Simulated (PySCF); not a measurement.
## Spin-rotation constants: SMILES [GaH2][c]1ccccc1Br, C$_{6}$H$_{6}$BrGa

Cartesian coordinates in Å; atom numbers follow the order of the lines, from 1:
```xyz
14

Ga    2.684   -0.016    0.084
C     0.688   -0.348    0.001
C    -0.236   -1.389   -0.090
C    -1.599   -1.138   -0.119
C    -2.081    0.159   -0.059
C    -1.201    1.230    0.031
C     0.141    0.932    0.058
Br    1.508    2.332    0.181
H     3.521    0.083   -1.225
H     3.436   -0.072    1.447
H     0.127   -2.408   -0.137
H    -2.294   -1.962   -0.190
H    -3.143    0.348   -0.083
H    -1.552    2.248    0.078
```

Method used: PySCF 2.14.0, GIAO PBE/pcSseg-1 magnetisability, rotational g tensor and spin-rotation constants, non-relativistic, gas phase. Geometry: GFN2-xTB.

The calculation is non-relativistic, which matters for the atoms heavier than Zn.

(1) Give the nuclear spin-rotation constants along the inertial axes (H = +C I·J) beside the isotropic shieldings.

(2) How do the rotational constants and the g tensor change when H9, H10, H11, H12, H13, H14 are replaced by deuterium?

## Answers

(1) Rotational constants 1.4498, 0.8697, 0.5479 GHz. A star marks the isotopologue with that one atom substituted, in its own axes.
```tsv
atom	isotope	Caa (kHz)	Cbb (kHz)	Ccc (kHz)	mean (kHz)	σ (ppm)
Ga1	69Ga	2.983	1.584	0.889	1.819	1385.7
Br8	79Br	0.706	1.998	1.287	1.330	2002.0
H9	1H	-0.055	-0.062	0.002	-0.038	25.7
H10	1H	-0.055	-0.062	0.002	-0.038	25.7
H11	1H	-0.145	0.100	-0.056	-0.034	24.0
H12	1H	0.105	-0.052	-0.057	-0.001	24.2
H13	1H	0.072	-0.035	-0.056	-0.006	24.2
H14	1H	-0.150	0.096	-0.059	-0.038	24.5
C2	13C*	0.704	0.411	0.090	0.402	17.1
C3	13C*	0.540	0.429	0.076	0.348	41.5
C4	13C*	0.682	0.326	0.059	0.356	52.3
C5	13C*	0.657	0.341	0.067	0.355	49.0
C6	13C*	0.497	0.405	0.081	0.327	52.4
C7	13C*	0.700	0.270	0.171	0.380	20.0
```
For the geometry as given, no vibrational averaging.

(2) Constants 1.3561, 0.7964, 0.5090 GHz; g -0.0275, -0.0158, 0.0026, against -0.0294, -0.0172, 0.0028 before.
